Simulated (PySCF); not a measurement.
Compound: C₅H₄N₂.
Geometry (GFN2-xTB, Å), atoms numbered from 1 in this order:
```
atom  x, y, z in Å
N1    -3.4979    0.9157   -1.0495
C2    -2.7375    0.3012   -0.4521
C3    -1.8185   -0.4638    0.2959
C4    -0.5449   -0.4876    0.0113
C5     0.7291   -0.4463   -0.2418
C6     1.6266    0.5302    0.3872
N7     2.8642    0.6410    0.2125
H8    -2.2374   -1.0455    1.1077
H9     1.1793   -1.1475   -0.9337
H10    1.1616    1.2279    1.0763
H11    3.2809   -0.0226   -0.4397
```

Computed with PySCF 2.14.0, density-fitted response routines, TDDFT CAM-B3LYP/def2-SVPD, vertical, gas phase, core orbitals frozen in the response.

Question: What does the calculation give for the low-lying excited states?

Answer: 

```tsv
state	E (eV)	λ (nm)	f	|μ| (D)	main configurations (H = HOMO, L = LUMO)
S1	4.64	267.1	0.0030	0.42	H→L (88%)
S2	5.34	232.0	0.0004	0.14	H-1→L+1 (84%), H-2→L (8%)
S3	5.67	218.5	0.0002	0.09	H-2→L (75%), H-1→L+1 (9%)
S4	6.12	202.6	0.032	1.18	H→L+1 (78%), H-1→L (18%)
S5	6.48	191.4	1.188	6.96	H-1→L (49%), H-2→L+1 (34%), H→L+1 (8%)
S6	6.74	183.8	0.0088	0.59	H-3→L+1 (85%)
S7	6.94	178.6	0.118	2.12	H-2→L+1 (48%), H-1→L (25%), H→L+1 (9%)
S8	7.32	169.5	0.0031	0.33	H→L+2 (27%), H-2→L+2 (21%), H-2→L+6 (12%)
```

Triplets, Tamm–Dancoff:

```tsv
state	E (eV)	λ (nm)	main configurations (H = HOMO, L = LUMO)
T1	3.82	324.9	H-1→L (77%), H-2→L+1 (10%)
T2	3.93	315.8	H→L (77%), H-2→L (9%)
T3	4.07	304.9	H-2→L+1 (48%), H→L+1 (30%), H-1→L (15%)
```

The lowest singlet comes at 267 nm (448 kJ/mol) in the ultraviolet; it is very weak; its leading configuration is HOMO→LUMO (88%). The most intense listed level is S5 at 6.48 eV (191 nm, f = 1.188), 1.84 eV above S1. Löwdin shares by element: HOMO nitrogen 46% or more, carbon 27% or more (atoms not listed hold the other 27%); LUMO carbon 57% or more, nitrogen 22% or more (atoms not listed hold the other 21%). The listed states span 2.67 eV, and the widest gap between neighbours is 0.70 eV (S1 to S2). Weighted by f, the mean energy of these states is 6.51 eV. Of the 8 states listed, 3 reach f = 0.01 and 2 stay under 0.0005. No computed singlet lies in the visible range (380 to 750 nm); the lowest, at 267 nm, stands 1.38 eV above its violet end (3.26 eV). The window holds the lowest 8 singlets.

One conformer stands for the species.
